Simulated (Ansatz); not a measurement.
`CSCS[SiH3]` and `CBCSC` differ in one atom or group.

Ansatz, PBE0-D4/def2-TZVP geometries, multiplicity 1. Each molecule was computed in one conformer, which needn't be the lowest.

```csv
property,`CSCS[SiH3]`
LUMO energy (PBE/def2-TZVPP) / eV,-1.04
HOMO–LUMO gap (ωB97M-V/def2-TZVPP) / eV,10.65
HOMO–LUMO gap (B3LYP/def2-TZVPP) / eV,6.16
LUMO energy (ωB97M-V/def2-TZVPP) / eV,1.77
size of the dipole moment (ωB97M-V/def2-TZVPP) / D,1.09
HOMO energy (PBE0/def2-TZVPP) / eV,-6.70
```

(1) What does the change do to each property? (An estimate is asked.)

## Answers

(1) The calculation gave: 
```tsv
property	`CBCSC`	shift
LUMO energy (PBE/def2-TZVPP) / eV	-1.85	-0.81
HOMO–LUMO gap (ωB97M-V/def2-TZVPP) / eV	9.58	-1.07
HOMO–LUMO gap (B3LYP/def2-TZVPP) / eV	4.95	-1.21
LUMO energy (ωB97M-V/def2-TZVPP) / eV	1.13	-0.64
size of the dipole moment (ωB97M-V/def2-TZVPP) / D	1.15	0.06
HOMO energy (PBE0/def2-TZVPP) / eV	-6.22	0.48
```

With PBE0 the HOMO rises by 0.48 eV and the LUMO falls by 0.71 eV, so the gap narrows by about 1.19 eV. PBE moves the HOMO by 0.52 eV and ωB97M-V by 0.43 eV. The zero-point energy changes by 53.9 kJ/mol with +3 modes. Dipoles are sizes alone; their direction can turn.

B3LYP here is the variant with VWN-RPA as its local correlation; programs differ in this.
